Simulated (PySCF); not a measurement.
# GaCl⁺: from constants to spectrum

UHF-CCSD(T) constants of GaCl⁺, ²Σ⁺ (doublet), unpaired electrons σ ↑ (basis Ga cc-pVDZ-PP with ECP10, Cl cc-pV(D+d)Z; scalar-relativistic core potentials; PySCF 2.14; masses 68.9256 and 34.9689 u):

| Property | Result |
| --- | --- |
| ωe | 393.2 cm⁻¹ |
| ωexe | 4.58 cm⁻¹ |
| Be | 0.1609 cm⁻¹ |
| αe | 0.00144 cm⁻¹ |
| De to Ga⁺ + Cl | 0.56 eV |

(1) What force constant and bond length do these constants imply?

(2) Estimate the centrifugal constant D from the Kratzer relation and find the Dunham coefficient a1.

Correlated steps freeze 9 core orbitals. Correlated levels converge slowly with the basis: in double zeta they bind strong bonds too weakly, by up to about 1 eV, and carry superposition errors of some tenths. Spin–orbit coupling is left out. For an ion De counts to the pair picked by the measured ionisation energies or electron affinities, which need not be the lowest pair at this level. The state is the lowest determinant that a PBE0 search found; another state may lie lower at other levels.

Results:

(1) Reduced mass μred = 23.199 u; k = 5.8918×10⁻⁷·μred·ωe² (u, cm⁻¹, mdyn/Å) = 2.11 mdyn/Å; Re = √(16.8576/(μred·Be)) (u, cm⁻¹, Å) = 2.125 Å.

(2) D = 4Be³/ωe² = 1.08e-07 cm⁻¹; a1 = −1 − αeωe/(6Be²) = -4.65.
